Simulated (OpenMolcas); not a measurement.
Ta4+ in tetrahedral coordination: ligands and hosts compared

| Item | Value |
| --- | --- |
| Program | OpenMolcas 26.06 |
| Method | CASSCF |
| Active space | 1 electron in 5 orbitals (5d) |
| Spin-orbit coupling | state interaction with AMFI integrals over the reference wave functions |

Distances were set from a Shannon-type radius of the metal (high-spin where two are listed) plus a fixed donor radius (H2O 1.36, I 2.13, Br 1.91, Cl 1.76 Å). Anionic complexes are neutralised by point charges, and hosts are embedded clusters. Ligand basis ANO-RCC-VDZP. States (labels of the rotation group of each site). Energies in cm-1 above the lowest state or level, χT in cm3 K/mol; 10Dq is the gap between the two states; 10Dq is negative for this site.

| Ligand or host | R (Å) | Metal basis | Ground state | First state of that spin | 10Dq | First gap with spin-orbit (degeneracies) | χT at 300 K |
| --- | --- | --- | --- | --- | --- | --- | --- |
| H2O | 1.91 | ANO-RCC-VDZP | 2S+1 = 2 | 11475 |  | 11053 (2, 2) | 0.280 |
| I | 2.68 | ANO-RCC-VDZP | 2E | 2T2 7293 | -7293 | 8201 (4, 2) | 0.189 |
| Br | 2.46 | ANO-RCC-VTZP | 2E | 2T2 8276 | -8276 | 9097 (4, 4) | 0.195 |
| Cl | 2.31 | ANO-RCC-VDZP | 2E | 2T2 9347 | -9347 | 10062 (4, 4) | 0.201 |

The rows also differ in their metal basis, so part of each step comes from that.

|10Dq| rises in the order I < Br < Cl, by a factor of 1.28 from first to last.

The textbook spectrochemical order of these free ligands is I < Br < Cl, and the calculation follows it.

With metal d orbitals alone the field can be off either way by tens of per cent. Ligand-to-metal charge-transfer states are missing. The least metal-like active orbital is 70 % on the metal (Löwdin) and no ligand orbital is active, so the numbers are rough (holds for H2O). An orbital doublet at a regular site is open to a Jahn-Teller distortion, which this geometry leaves out (holds for I; Br; Cl). The least metal-like active orbital is 68 % on the metal (Löwdin) and no ligand orbital is active, so the numbers are rough (holds for I). The least metal-like active orbital is 69 % on the metal (Löwdin) and no ligand orbital is active, so the numbers are rough (holds for Br; Cl). No measured value stands beside these numbers; the geometry is a model, was not optimised and need not be the one that this ion takes.

A state without a sure symmetry label is named by its multiplicity alone.
